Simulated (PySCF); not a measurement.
# Stretching TeO

Set-up: Te x2c-SVPall, O x2c-SVPall; spin-free X2C with a Gaussian nucleus (PySCF 2.14). Energies in eV from Te + O in their ground configurations at the same level. State: ³Σ⁻ (triplet), unpaired electrons π ↑↑.

All columns are PBE0. A positive dipole means Te(−)O(+).

```json
{"R (Å)": "1.588", "E (eV)": "-1.759", "μ (D)": "-2.40", "Mulliken charge on Te (basis-dependent)": "0.52", "HOMO (eV)": "-6.31", "LUMO (eV)": "-2.67", "Mayer bond order": "1.88", "⟨S²⟩": "2.01"}
{"R (Å)": "1.661", "E (eV)": "-2.811", "μ (D)": "-2.60", "Mulliken charge on Te (basis-dependent)": "0.51", "HOMO (eV)": "-6.51", "LUMO (eV)": "-2.88", "Mayer bond order": "1.89", "⟨S²⟩": "2.01"}
{"R (Å)": "1.735", "E (eV)": "-3.384", "μ (D)": "-2.75", "Mulliken charge on Te (basis-dependent)": "0.49", "HOMO (eV)": "-6.71", "LUMO (eV)": "-3.08", "Mayer bond order": "1.89", "⟨S²⟩": "2.01"}
{"R (Å)": "1.791", "E (eV)": "-3.586", "μ (D)": "-2.84", "Mulliken charge on Te (basis-dependent)": "0.48", "HOMO (eV)": "-6.84", "LUMO (eV)": "-3.22", "Mayer bond order": "1.90", "⟨S²⟩": "2.01"}
{"R (Å)": "1.846", "E (eV)": "-3.644", "μ (D)": "-2.92", "Mulliken charge on Te (basis-dependent)": "0.46", "HOMO (eV)": "-6.97", "LUMO (eV)": "-3.37", "Mayer bond order": "1.91", "⟨S²⟩": "2.01"}
{"R (Å)": "1.901", "E (eV)": "-3.592", "μ (D)": "-2.97", "Mulliken charge on Te (basis-dependent)": "0.44", "HOMO (eV)": "-7.09", "LUMO (eV)": "-3.50", "Mayer bond order": "1.92", "⟨S²⟩": "2.01"}
{"R (Å)": "1.975", "E (eV)": "-3.401", "μ (D)": "-3.02", "Mulliken charge on Te (basis-dependent)": "0.41", "HOMO (eV)": "-7.24", "LUMO (eV)": "-3.67", "Mayer bond order": "1.93", "⟨S²⟩": "2.01"}
{"R (Å)": "2.067", "E (eV)": "-3.032", "μ (D)": "-3.04", "Mulliken charge on Te (basis-dependent)": "0.38", "HOMO (eV)": "-7.39", "LUMO (eV)": "-3.87", "Mayer bond order": "1.94", "⟨S²⟩": "2.01"}
{"R (Å)": "2.178", "E (eV)": "-2.486", "μ (D)": "-3.01", "Mulliken charge on Te (basis-dependent)": "0.33", "HOMO (eV)": "-7.51", "LUMO (eV)": "-4.08", "Mayer bond order": "1.93", "⟨S²⟩": "2.01"}
{"R (Å)": "2.326", "E (eV)": "-1.707", "μ (D)": "-2.86", "Mulliken charge on Te (basis-dependent)": "0.27", "HOMO (eV)": "-7.32", "LUMO (eV)": "-4.31", "Mayer bond order": "1.90", "⟨S²⟩": "2.03"}
```

A fit through these points gives, at Re = 1.845 Å, μ = -2.91 D and dμ/dR = -1.16 D/Å; the reduced mass is 14.24 u.

Task: How strong is the fundamental in the double-harmonic approximation, I = 42.26·(dμ/dR)²/μred km/mol?

Result: I = 42.26·(-1.16)²/14.24 = 3.99 km/mol at PBE0.

These are scalar-relativistic numbers at best; spin–orbit coupling would shift them, the dissociation energy most. The state is the lowest determinant that a PBE0 search found; another state may lie lower at other levels.
